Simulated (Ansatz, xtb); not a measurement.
**Two isomers of C4H8F2S**

Structure I: `CC(C)(S)C(F)F`, a singlet. Structure II: `C[C@H](S)C(C)(F)F`, a singlet. Both are isolated molecules in the gas phase, relaxed with B3LYP/def2-SVP, each in the lowest conformer that the search found.

Task: Estimate which is lower in electronic energy at CCSD(T)/def2-SVP + ΔMP2/def2-TZVPP, and by roughly how much.

Result: The CCSD(T)/def2-SVP + ΔMP2/def2-TZVPP calculation puts structure II lower, by 2.7 kcal/mol.

The same difference at several levels:

```json
{"level": "GFN2-xTB", "geometry": "GFN2-xTB", "E(II) − E(I) (kcal/mol)": "−2.5", "departure from the last row (kcal/mol)": "+0.2", "job, with rough time for the two": "optimisation, 0.11 s"}
{"level": "HF/STO-3G", "geometry": "GFN2-xTB", "E(II) − E(I) (kcal/mol)": "−5.0", "departure from the last row (kcal/mol)": "−2.3", "job, with rough time for the two": "single point, 0.32 s"}
{"level": "r2SCAN-D4/def2-SVP", "geometry": "GFN2-xTB", "E(II) − E(I) (kcal/mol)": "−3.9", "departure from the last row (kcal/mol)": "−1.2", "job, with rough time for the two": "single point, 3.4 s"}
{"level": "B3LYP/def2-SVP", "geometry": "B3LYP/def2-SVP", "E(II) − E(I) (kcal/mol)": "−4.8", "departure from the last row (kcal/mol)": "−2.1", "job, with rough time for the two": "optimisation, 29 s"}
{"level": "HF/def2-SVP", "geometry": "B3LYP/def2-SVP", "E(II) − E(I) (kcal/mol)": "−4.2", "departure from the last row (kcal/mol)": "−1.5", "job, with rough time for the two": "part of the CCSD(T) run"}
{"level": "MP2/def2-SVP", "geometry": "B3LYP/def2-SVP", "E(II) − E(I) (kcal/mol)": "−2.5", "departure from the last row (kcal/mol)": "+0.2", "job, with rough time for the two": "part of the CCSD(T) run"}
{"level": "CCSD(T)/def2-SVP", "geometry": "B3LYP/def2-SVP", "E(II) − E(I) (kcal/mol)": "−3.0", "departure from the last row (kcal/mol)": "−0.3", "job, with rough time for the two": "single point"}
{"level": "CCSD(T)/def2-SVP + ΔMP2/def2-TZVPP", "geometry": "B3LYP/def2-SVP", "E(II) − E(I) (kcal/mol)": "−2.7", "departure from the last row (kcal/mol)": "", "job, with rough time for the two": "single point, 70 s"}
```

As drawn, both hold the same kinds of bond in the same numbers.

The levels shown agree on the order. The largest departure from CCSD(T)/def2-SVP + ΔMP2/def2-TZVPP is that of HF/STO-3G, 2.3 kcal/mol. The last row adds to CCSD(T) the change of the MP2 difference between the two basis sets, here +0.3 kcal/mol.

With thermal terms from frequencies at re-optimised GFN2-xTB minima (ideal gas, soft modes damped towards free rotors, one conformer each, 298.15 K, 1 atm): on the last row, ΔE + ΔZPE = −2.9, ΔH = −2.9, ΔG = −3.0 kcal/mol.

The correlated steps freeze 11 core orbitals. Mirror images aren't counted in ΔG. Codes used: Ansatz 0.2.0, xtb 6.7.1; the last row on 4 threads of Arm Neoverse V2 on a shared host.
